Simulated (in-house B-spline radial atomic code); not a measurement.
Yb. Computed with a B-spline radial atomic code. Model: non-relativistic spherical atom: semilocal Troullier-Martins pseudo-atom, one channel per l, against all electrons, high spin, G0W0 and RPA with empty states to l = 8, local potential for every l without a channel, a model core (radius 0 = none) keeps its share of the functional.

Without relativity these are model numbers for so heavy an element.

What the tables leave out is listed at the end.

The pseudopotential gives back the lowest level of each angular momentum of its own functional in the configuration it was made in; a second state of the same l is only approximately right. Exact exchange, RPA and GW see the smooth pseudo-orbitals and miss the exchange with the core, for which the functional's share stands in. The column with an uncorrelated core keeps all orbitals and exact exchange, and so separates missing core correlation from pseudisation. Only the three outermost levels and the lowest empty one were computed. RPA here is direct RPA, with no exchange kernel, and its energies carry an (l + 1/2)⁻⁴ tail. A hybrid on a potential with a model core restores only its own semilocal share of the core's exchange.

Command:
```bash
python run_psgw.py task.json out
```
Settings (lengths in bohr, energies in hartree):
```
Z                      70
electrons              70
configuration          [Xe] 4f14 6s2
generated_in           [Xe] 4f14 6s2
functional             lda,vwn
core_shells            8
radius_factor          1
core_correction        True
ion_configuration      [Xe] 4f14 6s1
```

Cost of the run: 2.1 min on 1 thread of Arm Neoverse N1, on a shared host.

Given: made with LDA VWN5; model core radius 0.319 bohr; local radius 0.662 bohr; mean-field start LDA VWN5.

Valence shells of the generating configuration: 4d, 5s, 5p, 4f, 6s.

Channel: s 1.167, p 1.275, d 0.494, f 1.613 (radii in bohr).

Computed: largest level miss in the spin-unpolarised generating configuration 0.029 eV; valence RPA correlation energy all-electron orbitals -2.9314 hartree; valence RPA correlation energy pseudo -3.3039 hartree; pseudo-atom RPA polarisability 118.33 bohr³; ionisation by mean-field all-electron 6.0032 eV; ionisation by RPA all-electron 6.2269 eV; ionisation by RPA pseudo minus all 0.12 eV.

```
level  occupied  mean-field all-electron (eV)  mean-field pseudo minus all (eV)  G0W0 all-electron (eV)  G0W0 uncorrelated core minus all (eV)  G0W0 pseudo minus all (eV)  exchange self-energy all-electron (eV)  exchange self-energy pseudo (eV)
   6s         1                       -3.7277                            -0.029                 -5.8764                                 -0.008                      -0.149                                 -7.2967                           -7.2975
```

Problem. What is the ionisation by mean-field pseudo minus all?

Solution. 0.041 eV.

Problem. What is the all-electron RPA polarisability, core included?

Solution. 120.01 bohr³.

Given: mean-field start PBE0.

Computed: valence RPA correlation energy all-electron orbitals -2.7947 hartree; valence RPA correlation energy pseudo -3.1711 hartree; all-electron RPA polarisability, core included 111.13 bohr³; pseudo-atom RPA polarisability 108.94 bohr³; ionisation by mean-field pseudo minus all 0.052 eV; ionisation by RPA pseudo minus all 0.109 eV.

```tsv
level	occupied	mean-field all-electron (eV)	mean-field pseudo minus all (eV)	G0W0 all-electron (eV)	G0W0 uncorrelated core minus all (eV)	G0W0 pseudo minus all (eV)	exchange self-energy all-electron (eV)	exchange self-energy pseudo (eV)
6s	1	-4.1145	-0.04	-5.9402	-0.007	-0.131	-6.9687	-7.0005
6p (empty)	0	-0.92121	-0.015	-0.16275	-0.003	-0.045	-1.4264	-1.4532
```

Problem. What is the ionisation by RPA all-electron?

Solution. 6.0409 eV.

Problem. What is the ionisation by mean-field all-electron?

Solution. 5.7106 eV.

Among the listed levels the largest G0W0 shift of the pseudo-atom is -0.15 eV, for 6s on the LDA VWN5 start, while leaving the core uncorrelated moves that level by -0.01 eV. The rest, -0.14 eV, comes from pseudisation and the lost core exchange. Not in the tables (levels of low weight, unsolved or above zero; the highest and the empty levels are kept at any weight): on LDA the G0W0 levels 4f (pseudo minus all +4.13 eV, weights 0.39 and 0.12), 5p (pseudo minus all -1.53 eV, weights 0.01 and 0.07), 5d (pseudo minus all +0.06 eV, weights 0.43 and 0.47); on PBE0 the G0W0 levels 4f (pseudo minus all +6.36 eV, weights 0.72 and 0.05), 5p (pseudo minus all -2.18 eV, weights 0.04 and 0.49); no Hartree-Fock pseudo-atom is run with a model core.
